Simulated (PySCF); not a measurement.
**Vertical excitation energies**

Compound: C10H12O.
SMILES: `COc1cccc2c1CCC2`

The calculation used TDDFT wB97X-D/def2-SVPD, vertical, gas phase, core orbitals frozen in the response in PySCF 2.14.0, density-fitted response routines. The structure is a single PBE0-D3(BJ)/def2-SVP conformer in the gas phase; no vibrational or solvent corrections.

| state | E (eV) | λ (nm) | f | main configurations (H = HOMO, L = LUMO) |
| --- | --- | --- | --- | --- |
| S1 | 5.19 | 238.7 | 0.012 | H→L (53%), H-1→L+1 (23%), H→L+1 (12%) |
| S2 | 5.81 | 213.3 | 0.042 | H→L+1 (47%), H-1→L (29%), H→L (18%) |
| S3 | 6.54 | 189.5 | 0.064 | H→L+2 (62%) |
| S4 | 6.60 | 187.9 | 0.517 | H-1→L (50%), H→L+1 (32%), H→L+2 (8%) |
| S5 | 6.64 | 186.7 | 0.590 | H-1→L+1 (66%), H→L (25%) |
| S6 | 6.95 | 178.3 | 0.0086 | H-1→L+2 (37%), H→L+3 (20%), H→L+4 (17%) |
| S7 | 7.11 | 174.3 | 0.0078 | H→L+4 (39%), H-1→L+2 (22%), H-1→L+3 (11%) |
| S8 | 7.25 | 171.0 | 0.024 | H→L+3 (40%), H→L+4 (31%) |
| S9 | 7.48 | 165.7 | 0.0034 | H-1→L+4 (36%), H-1→L+3 (36%) |
| S10 | 7.82 | 158.6 | 0.0047 | H-1→L+4 (43%), H-1→L+3 (14%), H-1→L+2 (8%) |

Triplets, Tamm–Dancoff:

```tsv
state	E (eV)	λ (nm)	main configurations (H = HOMO, L = LUMO)
T1	4.05	306.1	H→L+1 (34%), H→L (28%), H-1→L (25%)
T2	4.52	274.2	H→L (61%), H→L+1 (28%)
T3	4.66	266.3	H-1→L (58%), H→L+1 (28%)
T4	5.14	241.1	H-1→L+1 (78%), H-1→L (13%)
```

The lowest singlet lies at 5.19 eV (239 nm, ultraviolet) and is weak; its leading configuration is HOMO→LUMO (53%). The strongest level in the table is S5 at 6.64 eV (187 nm, f = 0.590). Löwdin shares by element: HOMO carbon 47% or more, oxygen 19% (atoms not listed hold the other 34%); LUMO carbon 67% or more (atoms not listed hold the other 33%). Weighted by f, the mean energy of these states is 6.60 eV. Of the 10 states listed, 6 reach f = 0.01 and none stays under 0.0005. The oscillator strengths of these states sum to 1.273; summed over the whole spectrum of an exact calculation they would give the number of electrons, 80 (Thomas–Reiche–Kuhn). Only the lowest 10 singlets were computed, as vertical energies without vibronic structure.
